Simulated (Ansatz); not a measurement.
Bond stretch in MgH, doublet.

- UKS-PBE = unrestricted PBE/aug-cc-pVQZ in Ansatz (a first-principles code)
- UKS-PBE0 = Ansatz with unrestricted PBE0/aug-cc-pVQZ
- ROCCSD(T) = Ansatz with CCSD(T) on ROHF/aug-cc-pVQZ, frozen core
- UCCSD(T) = CCSD(T) on UHF/aug-cc-pVQZ, frozen core run with Ansatz
- FCI = full CI/aug-cc-pVQZ, frozen core in Ansatz

Cost and accuracy over the 23 points of the scan, with FCI as yardstick. Costs are rough ratios of core time within Ansatz on shared cores, each with its mean field (Kohn-Sham runs search longer for lower solutions than correlated ones do); the miss is the largest error against full CI of the curve after the mean shift, in eV.

### Question
Which of them comes closest to FCI within 2 times the cost of the cheapest?

### Answer
UKS-PBE0, 0.050 eV off at most.

| level | relative cost | largest error |
|---|---|---|
| UKS-PBE | 1 | 0.086 |
| UKS-PBE0 | 1 | 0.050 |
| ROCCSD(T) | 5 | 0.007 |
| UCCSD(T) | 5 | 0.004 |

Costs within a factor of two of each other count as equal.

The T1 diagnostic of CCSD on the restricted reference of ROCCSD(T) exceeds 0.045 at 2.00 to 3.13 Å. The unrestricted determinant behind UCCSD(T) is spin-contaminated at 2.40 to 3.13 Å (<S²> up to 0.9, against 0.75 for a pure doublet).
